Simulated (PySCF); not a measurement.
Compound: C3H9GeN.
Bonds: C1–C2 (double), C2–C3, C3–Ge4, Ge4–N5. Hydrogens: H6, H7 on C1; H8 on C2; H9, H10 on C3; H11, H12 on Ge4; H13, H14 on N5.

Level of theory: PBE0-D3(BJ)/def2-SVP geometry optimisation, gas phase in PySCF.

Q: What internal coordinates does the optimisation give?

A: 
```json
{"bond": "C1=C2", "length (Å)": "1.336", "order": "double"}
{"bond": "C2–C3", "length (Å)": "1.489", "order": "single"}
{"bond": "C3–Ge4", "length (Å)": "1.966", "order": "single"}
{"bond": "Ge4–N5", "length (Å)": "1.843", "order": "single"}
{"bond": "C1–H6", "length (Å)": "1.095", "order": "single"}
{"bond": "C1–H7", "length (Å)": "1.093", "order": "single"}
{"bond": "C2–H8", "length (Å)": "1.098", "order": "single"}
{"bond": "C3–H9, C3–H10", "length (Å)": "1.102", "order": "single"}
{"bond": "Ge4–H11, Ge4–H12", "length (Å)": "1.547", "order": "single"}
{"bond": "N5–H13, N5–H14", "length (Å)": "1.018", "order": "single"}
```

Bonds in one row agree within 0.01 Å and their mean is given. Orders are formal, as drawn. A selection of angles:
```json
{"angle": "C2–C1–H6", "degrees": "121.3"}
{"angle": "C2–C1–H7", "degrees": "121.5"}
{"angle": "H6–C1–H7", "degrees": "117.2"}
{"angle": "C1–C2–C3", "degrees": "126.0"}
{"angle": "C1–C2–H8", "degrees": "118.5"}
{"angle": "C3–C2–H8", "degrees": "115.5"}
{"angle": "C2–C3–Ge4", "degrees": "110.6"}
{"angle": "C2–C3–H9", "degrees": "111.8"}
{"angle": "Ge4–C3–H9", "degrees": "108.2"}
{"angle": "H9–C3–H10", "degrees": "108.3"}
{"angle": "C3–Ge4–N5", "degrees": "106.5"}
{"angle": "C3–Ge4–H11", "degrees": "108.5"}
{"angle": "C3–Ge4–H12", "degrees": "111.6"}
{"angle": "N5–Ge4–H11", "degrees": "114.3"}
{"angle": "N5–Ge4–H12", "degrees": "106.5"}
{"angle": "H11–Ge4–H12", "degrees": "109.5"}
{"angle": "Ge4–N5–H13", "degrees": "113.9"}
{"angle": "H13–N5–H14", "degrees": "107.6"}
```

Dihedral angles: C1–C2–C3–Ge4 -103° (anticlinal); C2–C3–Ge4–N5 -50° (synclinal). The mirror-image conformer, all signs reversed, is as good.

N5 (nitrogen bonded to Ge and 2 H) is pyramidal (angles 113.9°, 113.2° and 107.6°, sum 334.7°, 0.36 Å off the plane of its three neighbours). The 2 C–C bonds span 1.336 Å (C1=C2, drawn double) to 1.489 Å (C2–C3, drawn single), a spread of 0.153 Å. Ge4 (germanium bonded to C, N and 2 H) is distorted tetrahedral (angles from 106.5° to 114.3°).

Point group: C1 (no symmetry element, even within 0.4 Å). No frequency check. One conformer, not necessarily the lowest (C1–C2–C3–Ge4 -103°, C2–C3–Ge4–N5 -50°, C3–Ge4–N5–H -169° and 67°).

Hardware: Arm Neoverse V2, one thread, on a shared host. Cost: 57 s wall, 0.50 GiB resident at most. This is the geometry optimisation.
